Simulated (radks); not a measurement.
Results of a calculation; reference values are marked as such.
How relativity changes the ionisation of the magnesium ion Mg+ ([Ne] 3s1) to Mg2+ ([Ne]). Spin-unpolarised spherical Kohn-Sham, PBE, point nucleus unless stated (finite: rms radius 3.057 fm), a radial shooting solver on a logarithmic mesh with Libxc functionals. A level marked "c x" has the speed of light scaled by that factor.

level                        E(Mg+) (hartree)  E(Mg2+) (hartree)  IE (eV)   HOMO  <r> HOMO (bohr)
non-rel.                           -199.66301         -199.11174   15.001     3s            2.798
scalar-rel.                        -199.98731         -199.43515   15.025     3s            2.794
scalar-rel., finite nucleus        -199.98721         -199.43505   15.025     3s            2.794
Dirac                              -199.98743         -199.43527   15.025  3s1/2            2.794
Dirac, finite nucleus              -199.98734         -199.43518   15.025  3s1/2            2.794
Dirac, c x 0.85                    -200.11270         -199.56020   15.034  3s1/2            2.792
Dirac, c x 1.25                    -199.87035         -199.31852   15.016  3s1/2            2.795
Dirac, c x 5                       -199.67594         -199.12463   15.002  3s1/2            2.798

NIST Atomic Spectra Database: 15.035 eV (measured). The relativistic part of the total energy of Mg+ is -0.3243 hartree (Dirac, finite nucleus), 0.16 % of the non-relativistic value. Spin polarisation and multiplet splitting of open shells are left out at every level.

Beside tabulated values, note that spin-unpolarised runs miss the spin-polarisation part of the exchange energy of open shells.
